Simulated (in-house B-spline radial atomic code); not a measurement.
## OLYP excitations of the carbon ion C⁴⁺

Method: OLYP. Computed with a B-spline radial code for spherical atoms: linear response of the closed shell 1s2 with the functional's adiabatic kernel; non-relativistic, point nucleus, no spin-orbit coupling, no double excitations, S, P, D and F terms only.

Command:
```bash
python run_td.py task.json out
```
Settings (radii: box in bohr, nucleus in fm):
```
Z                        6
electrons                2
configuration            1s2
hamiltonian              nr
method                   optx,lyp
box_radius               19.1
intervals                47
```

Time taken, with all properties: 0.1 s on 1 thread of Arm Neoverse N1 (shared host).

The lowest states, in the order of their Tamm-Dancoff energies; the method's threshold (minus the highest occupied level) is 358.15 eV. Labels give the largest channel, * marks a mixed state, and oscillator strengths are full-response dipole values. Semilocal kernels can invert the small singlet-triplet splittings of Rydberg terms. Energies in eV:

```tsv
state	full response	Tamm-Dancoff	oscillator strength
1s → 2s 3S	281.42	281.45	-
1s → 2p 3P	288.06	288.10	-
1s → 2s 1S	288.71	288.85	-
1s → 2p 1P	293.71	293.75	0.539
1s → 3s 3S	329.28	329.28	-
1s → 3s 1S	330.68	330.71	-
1s → 3p 3P	331.25	331.26	-
1s → 3d 3D	332.08	332.09	-
1s → 3p 1P	332.28	332.29	0.104
1s → 3d 1D	?	?	-
1s → 4s 3S	342.72	342.72	-
1s → 4s 1S	343.25	343.27	-
1s → 4p 3P	343.49	343.50	-
1s → 4d 3D	?	?	-
1s → 4p 1P	343.90	343.90	0.0407
1s → 4d 1D	343.92	343.92	-
```

Task: Where does 1s → 3d 1D lie?

Result: At 332.52 eV in full response, 332.52 eV in Tamm-Dancoff.

Task: Where does 1s → 4d 3D lie?

Result: At 343.72 eV in full response, 343.72 eV in Tamm-Dancoff.

Task: How large is the singlet-triplet splitting of 1s → 2s (S terms) in Tamm-Dancoff?

Result: 7.4 eV, from the unrounded values.

Task: What polarisabilities and dispersion coefficient does the method give?

Result: Dipole 0.00926 bohr³, quadrupole 0.00113 bohr⁵, C6 0.0008387 hartree·bohr⁶ for two such species.
